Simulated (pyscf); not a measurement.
## [HC≡C–C=CH₂]•, doublet

Gas-phase minimum from PySCF at ωB97X-D3(BJ)/def2-SVP, one conformer. Other isomers of [HC≡C–C=CH₂]• were not searched in full and may lie lower. 

```xyz
7

C      0.5029    -1.6523    -0.4995
C      0.1908    -0.4582    -0.5475
C     -0.1464     0.8352    -0.6004
C     -0.4779     2.1016    -0.6513
H      0.7728    -2.6928    -0.4558
H     -1.3229     2.5009    -0.0721
H      0.0757     2.8185    -1.2748
```
Charge 0, spin multiplicity 2.

Bond lengths (Å): C1–C2 1.235, C1–H5 1.076, C2–C3 1.338, C3–C4 1.310, C4–H6 1.100, C4–H7 1.100. Angles (°): C2–C1–H5 179.9, C1–C2–C3 179.9, C2–C3–C4 179.9, C3–C4–H6 121.7, C3–C4–H7 121.7, H6–C4–H7 116.7.

Properties at ωB97X-D3(BJ)/def2-SVP:

```json
{
  "harmonic_wavenumbers_unscaled": "56, 231, 386, 438, 564, 709, 901, 911, 959, 1415, 1848, 2033, 3112, 3197, 3474 cm⁻¹",
  "zero_point_energy": "28.9 kcal/mol",
  "rotational_symmetry_number": "2",
  "Entropy of this conformer at 298 K and 1 atm, rigid rotor and harmonic oscillator, modes under 100 cm⁻¹ raised to 100": "283.9 J/(mol K)",
  "dipole_moment": "0.01 D",
  "Spin expectation value S2": "0.797"
}
```

Single-point totals, which compare only within one level (frozen core for MP2 and CC):

```
level                   total energy (hartree)
----------------------  ----------------------
ωB97X-D3(BJ)/def2-TZVP              -154.18456
PBE/def2-TZVP                       -153.92586
r²SCAN/def2-TZVP                    -154.03539
B3LYP-D3(BJ)/def2-TZVP              -154.14176
PBE0-D3(BJ)/def2-TZVP               -153.93447
M06-2X/def2-TZVP                    -154.05193
ωB97M-D3(BJ)/def2-TZVP              -154.16879
UHF/def2-TZVPP                      -153.14207
MP2/def2-TZVPP                      -153.67959
CCSD/def2-TZVPP                     -153.73857
CCSD(T)/def2-TZVPP                  -153.77132
```

Soft torsions are taken as harmonic, which can shift the entropy by several J/(mol K). The CCSD(T) − MP2 part came from Ansatz, without density fitting, on the same reference. An open-shell T1 diagnostic exceeds 0.045. A UHF reference is spin-contaminated (<S²> up to 1.43), which harms MP2 most.
